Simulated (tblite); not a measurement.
`[SiH3][C@@H]1[Si@@H]([C@H]([SiH3])C(O)=O)C1`. Computed geometry: GFN2-xTB, gas phase.

```
atom  x, y, z in Å
O1    -2.1908    1.4608   -1.0170
C2    -1.9718    1.2885    0.1587
O3    -1.9713    2.3125    1.0352
C4    -1.6445   -0.0125    0.7548
Si5   -2.2452   -1.3424   -0.4749
Si6    0.2338    0.0711    1.0760
C7     1.2774   -1.4003    0.5599
C8     1.4524   -0.1559   -0.3451
Si9    3.1587    0.6318   -0.4376
H10   -2.1758    3.1416    0.5756
H11   -2.1179   -0.0955    1.7328
H12   -2.0979   -2.6295    0.2151
H13   -3.6551   -1.1002   -0.7711
H14   -1.4384   -1.3320   -1.6888
H15    0.5890    0.8900    2.2265
H16    2.1408   -1.6668    1.1516
H17    0.8323   -2.2687    0.0938
H18    0.9971   -0.2780   -1.3235
H19    4.0806   -0.2425   -1.1706
H20    3.0667    1.9239   -1.1202
H21    3.6710    0.8211    0.9229
```

Question: Which two atoms are farthest apart?

Answer: H13···H19, 7.79 Å; the next longest distance is 7.76 Å.

Question: Work out the bond lengths O1=C2, C4–H11, Si5–H14, Si6–C8, C8–Si9 in pm.

Answer: For O1=C2 the difference vector is (0.2190, -0.1723, 1.1757) Å, of length 1.2083 Å. O1=C2 120.8; C4–H11 109.0; Si5–H14 145.8; Si6–C8 188.6; C8–Si9 188.2 pm.

Question: What are the angles O1–C2–C4, Si6–C4–H11, C4–Si5–H14, C4–Si6–C8, C8–C7–H17, Si6–C8–H18, H19–Si9–H21?

Answer: From the scalar product of the two bond vectors; for O1–C2–C4 it is -0.9967 Å² over 1.2083 × 1.4680 Å², cos θ = -0.5619. O1–C2–C4 124.2°; Si6–C4–H11 106.3°; C4–Si5–H14 110.9°; C4–Si6–C8 120.3°; C8–C7–H17 116.1°; Si6–C8–H18 114.9°; H19–Si9–H21 108.7°.

Question: What is the repulsion energy of the bare nuclei, Σ ZA·ZB/RAB?

Answer: 706.47 Eh over 210 pairs, with full nuclear charges and distances in bohr; the largest single term is 31.93 Eh (Si5 with Si6).

Question: Give the dihedral angles H15–Si6–C8–Si9, C7–C8–Si9–H20, O1–C2–C4–Si6, C8–Si6–C7–H17.

Answer: H15–Si6–C8–Si9 -1° (synperiplanar); C7–C8–Si9–H20 -169° (antiperiplanar); O1–C2–C4–Si6 104° (anticlinal); C8–Si6–C7–H17 -107° (anticlinal). Dihedral signs follow IUPAC: positive where, seen along the central bond, the front bond turns clockwise onto the rear one.

Question: How far are the heavy atoms from their best plane (unweighted least squares)?

Answer: 0.707 Å rms; O1 1.23, C2 0.05, O3 0.79, C4 0.60, Si5 0.58, Si6 0.95, C7 0.51, C8 0.44, Si9 0.54 Å (magnitudes).

Question: Where is the centre of mass (commonest isotopes), and what is the radius of gyration?

Answer: Mass 176.015 u; centre at (-0.234, 0.206, 0.109) Å; Rg = √(Σ m r²/M) = 2.509 Å. As Ia + Ib + Ic = 2 Σ m r², the three principal moments sum to 2216.3 u·Å².

Its GFN2-xTB frequencies are all real (lowest 24 cm⁻¹). One conformer, not necessarily the lowest.
